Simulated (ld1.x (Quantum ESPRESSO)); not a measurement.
## Before and after: ultrasoft potential for phosphorus

* Element: P
* Generator: ld1.x (Quantum ESPRESSO) 7.5
* Type: ultrasoft
* Functional: LDA (PZ)
* Relativity: non-relativistic
* Frozen core: [Ne]
* Valence charge: 5
* Reference configuration: 3s1.5 3p3.5
* Partial waves: 3s (bound): rcut 1.40, rcutus 1.55 bohr; 3s channel at 2.2 Ry: rcut 1.40, rcutus 1.55 bohr; 3p (bound): rcut 1.30, rcutus 1.60 bohr; 3p channel at 4.15 Ry: rcut 1.30, rcutus 1.60 bohr; 3d channel at 0.35 Ry: rcut 1.40, rcutus 1.80 bohr
* Local potential: all-electron potential smoothed inside 1.30 bohr (lloc = -1)
* Core correction: none
* Augmentation charge: PSQ, inside the norm-conserving radii

All-electron outer shells of the reference configuration (LDA (PZ), non-relativistic, ld1.x):

| shell | level (eV) | outermost node (bohr) | outermost maximum (bohr) |
| --- | --- | --- | --- |
| 2p | -125.26 | – | 0.36 |
| 3s | -14.30 | 0.66 | 1.56 |
| 3p | -5.89 | 0.64 | 1.81 |

Change: functional PBE.

Cutoffs: the cutoffs (Ry, on a coarse ladder) from which the occupation-weighted sum of valence levels, in a spherical-Bessel basis at the reference potential, stays within 10 and 1 mRy of its value at 400 Ry; they do not see the model core or the augmentation charge, which bear on the density cutoff. Errors are all-electron minus pseudo energies relative to the spin-unpolarised reference configuration.

Task: What does the change do?

Result: The potential gets neither clearly harder nor softer (12 Ry and 25 Ry → 12 Ry and 25 Ry); the number of tests with a reliable result goes from 9 to 7; of the 7 tests that both files solve, the error grows in 0 and shrinks in 6 by more than 15 % and 0.3 meV (median size 0.8 → 0.3 meV); neither file shows a bound ghost.

| quantity | base | changed |
| --- | --- | --- |
| cutoff, loose | 12 Ry | 12 Ry |
| cutoff, tight | 25 Ry | 25 Ry |
| bound ghosts | none | none |
| error for 3s2 3p3, meV [ΔE -4.19 → -4.21 eV] | +0.7 | +0.2 |
| error for 3s2 3p2, meV [ΔE 5.65 → 5.54 eV] | +2.0 | +0.4 |
| error for 3s2 3p1, meV [ΔE 24.91 → 24.69 eV] | +18 | 0.0 |
| error for 3s2 3p3.3, meV [ΔE -5.52 → -5.52 eV] | +0.8 | +0.1 |
| error for 3s2 3p2.5, meV [ΔE -0.36 → -0.43 eV] | +0.7 | +0.4 |
| error for 3s0 3p5, meV [ΔE 12.77 → 12.82 eV] | +7.1 | +3.4 |
| error for 3s1 3p4, meV [ΔE 4.22 → 4.24 eV] | +0.7 | +0.3 |
| s: phases at 1.96 bohr within 0.05 rad from the reference energy up to (Ry; the scan ends near 5) | to the end of the scan | to the end of the scan |
| p: phases at 1.96 bohr within 0.05 rad from the reference energy up to (Ry; the scan ends near 5) | to the end of the scan | to the end of the scan |
| d: phases at 1.96 bohr within 0.05 rad from the reference energy up to (Ry; the scan ends near 5) | 4.8 | to the end of the scan |
| lowest overlap eigenvalue by channel | s 0.44, p 0.71, d 1.00 | s 0.46, p 0.73, d 1.00 |
